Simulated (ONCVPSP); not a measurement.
N, ONCV: configuration errors across variants

* Element: N
* Generator: ONCVPSP 4.0.1
* Type: optimised norm-conserving Vanderbilt (ONCV)
* Functional: PW91
* Relativity: scalar-relativistic
* Frozen core: [He]
* Valence charge: 5
* Reference configuration: 2s1 2p4
* Partial waves: 2s: rc 1.15 bohr, ncon 4, nbas 7, qcut 5.3 1/bohr, local; 2p: rc 2.60 bohr, ncon 4, nbas 7, qcut 5.4 1/bohr, 3 projectors, debl 3.7 Ha
* Local potential: the s channel
* Core correction: polynomial model core, fcfact 0.35

All-electron excitation energies from the reference (eV): (1) 2s2 2p3 -11.483; (2) 2s2 2p2 2.189; (3) 2s2 2p1 31.143; (4) 2s1 2p3 13.940.

1 further variants failed, have other tests or another functional or relativity, and are left out.

A true bound ghost makes a file unfit for plane-wave use even where its test errors are small: the radial tests pick states by their node count and pass the ghost by.

Errors AE − PS in meV (a dash: test not solved or not reliable):

```csv
change,(1),(2),(3),(4),bound ghosts,GHOST(+) flags above zero
base,-60,+381,+1948,+122,none,none
"core correction Teter function, fcfact 4.75, rcfact 1.25",-57,+386,+1956,+122,none,none
"all radii but the core radius scaled by about 1.32 (s 1.52, p 3.42 bohr)",-189,+457,–,-206,none,none
s: rc 1.5,-77,+376,+2000,+126,none,none
"s: ncon 5, nbas 8",-56,+384,+1940,+122,none,none
"core correction polynomial model core, fcfact 0.6",-61,+381,+1948,+122,none,none
s: qcut 3.6; p: qcut 3.7,-161,+365,+2427,-291,p,p
s: qcut 5.8,-59,+384,+1946,+122,none,none
s: rc 1.04,-56,+384,+1940,+122,none,none
```

(1) Give the same row for: s: nproj 1; local potential polynomial inside 0.80 bohr (lpopt 5, dvloc0 1 Ha).

## Answers

(1) -60, +392, +1962, +139; bound ghosts: none; GHOST(+) flags above zero: p.
